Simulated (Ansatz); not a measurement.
A nudged elastic band was laid between two geometries of CH$_{5}$GeNS (9 atoms, charge 0, multiplicity 1).

All numbers below come from Ansatz 0.2.0, RKS r2SCANh/def2-SVP.

```json
{"movable images": "7", "climbing image": "yes", "spring": "5.0 eV/Å²", "optimiser": "quadratic models (default)", "start path": "through a guess of the saddle point", "force threshold": "0.05 eV/Å", "iteration limit": "56", "end points": "relaxed"}
```

First end point:

```xyz
9
Properties=species:S:1:pos:R:3
N 0.206 0.523 -1.760
C 0.332 0.446 -0.501
S 1.484 1.437 0.448
Ge -0.767 -0.915 0.408
H 0.821 1.225 -2.188
H 1.108 1.017 1.672
H -2.167 -0.889 -0.201
H -0.107 -2.280 0.192
H -0.822 -0.610 1.912
```

Last end point:

```xyz
9
Properties=species:S:1:pos:R:3
N 0.423 0.455 -1.482
C 0.296 0.334 -0.226
S 1.058 1.288 1.073
Ge -0.904 -1.099 0.414
H 1.056 1.213 -1.758
H 1.764 2.124 0.276
H -2.302 -0.819 -0.138
H -0.374 -2.428 -0.123
H -0.929 -1.113 1.947
```

Question: Which bonds break or form, and what moves?

Answer: No bond is made or broken.

Question: What energy profile does the band end with?

Answer: The forces met the threshold. The highest image is number 4 of 0 to 8, 19.4 kJ/mol above the first end and 21.2 kJ/mol above the last; the last end lies 1.9 kJ/mol below the first. A vibrational analysis at the climbing image gives one clearly imaginary mode, 261i cm⁻¹: a first-order saddle point.

| image | path coordinate (Å) | energy (kJ/mol) |
| --- | --- | --- |
| 0 | 0.00 | 0.0 |
| 1 | 0.85 | 0.0 |
| 2 | 1.69 | 0.1 |
| 3 | 2.54 | 7.8 |
| 4 | 3.38 | 19.4 |
| 5 | 4.16 | 9.2 |
| 6 | 4.94 | -0.8 |
| 7 | 5.72 | -1.6 |
| 8 | 6.50 | -1.9 |

Question: What is the geometry of the highest image?

Answer: 
```xyz
9
Properties=species:S:1:pos:R:3
N -0.023 0.853 -1.538
C 0.148 0.496 -0.342
S 1.361 1.291 0.807
Ge -0.912 -0.953 0.461
H 0.594 1.633 -1.797
H 2.401 0.563 0.350
H -1.923 -1.485 -0.555
H 0.060 -2.055 0.897
H -1.616 -0.389 1.699
```

Question: What are the harmonic wavenumbers there?

Answer: 261i, 123, 168, 322, 325, 452, 576, 598, 769, 818, 831, 890, 890, 977, 1215, 1726, 2176, 2185, 2198, 2714, 3445 cm⁻¹.

The run took 8.4 min on 2 threads of AMD EPYC 9R14 (Zen 4), on a shared host, peak memory 0.28 GiB.
